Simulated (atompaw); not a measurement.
Pt (Z = 78): one change to a PAW (atompaw) potential, before and after

- Element: Pt
- Generator: atompaw 4.2.0.5
- Type: PAW
- Functional: LDA (PW92)
- Relativity: scalar-relativistic
- Frozen core: [Kr] 4d10 4f14
- Valence charge: 18
- Reference configuration: 5s2 5p6 5d9 6s1 6p0
- Partial waves: 5s (bound): rc 1.40 bohr; 6s (bound): rc 2.05 bohr; 5p (bound): rc 1.90 bohr; 6p (bound, empty): rc 2.05 bohr; 5d (bound): rc 1.75 bohr; 5d channel at 2.25 Ry: rc 2.05 bohr
- Local potential: troulliermartins scheme with l = 3 at -0.5 Ry, radius 1.35 bohr
- Core correction: smooth core density matched at 1.90 bohr
- Augmentation charge: besselshape compensation charge, radius 1.60 bohr; PAW radius 2.05 bohr; waves and projectors: custom polynom gramschmidtortho

Change: local potential troulliermartins scheme with l = 3 at -0.5 Ry, radius 1.30 bohr.

Cutoffs: the cutoffs (Ry, on a coarse ladder) from which the occupation-weighted sum of valence levels, in a spherical-Bessel basis at the reference potential, stays within 10 and 1 mRy of its value at 400 Ry; they do not see the model core or the augmentation charge, which bear on the density cutoff.

Task: What does the change do?

Result: The potential gets harder (45 Ry and 60 Ry → 50 Ry and 70 Ry); the bound ghosts move from d, s to d, p, s. A state that the projectors do not describe sees the local part alone, so a deeper or shallower local part can create or remove a ghost.

```tsv
quantity	base	changed
cutoff, loose	45 Ry	50 Ry
cutoff, tight	60 Ry	70 Ry
loose cutoff by channel (10 mRy a level)	s 21 Ry, p 21 Ry, d 25 Ry	s 21 Ry, p 21 Ry, d 45 Ry
bound ghosts	s, d	s, d, p
s: phases at 2.05 bohr within 0.05 rad from the reference energy up to (Ry; the scan ends near 5)	to the end of the scan	to the end of the scan
p: phases at 2.05 bohr within 0.05 rad from the reference energy up to (Ry; the scan ends near 5)	0.3	n/a
d: phases at 2.05 bohr within 0.05 rad from the reference energy up to (Ry; the scan ends near 5)	4.2	4.4
lowest overlap eigenvalue by channel	s 0.33, p 0.75, d 0.53	s 0.18, p 0.72, d 0.53
```

 A true bound ghost makes a file unfit for plane-wave use even where its test errors are small: the radial tests pick states by their node count and pass the ghost by. The cutoffs see the waves, projectors and local potential, not the compensation charge or the core.
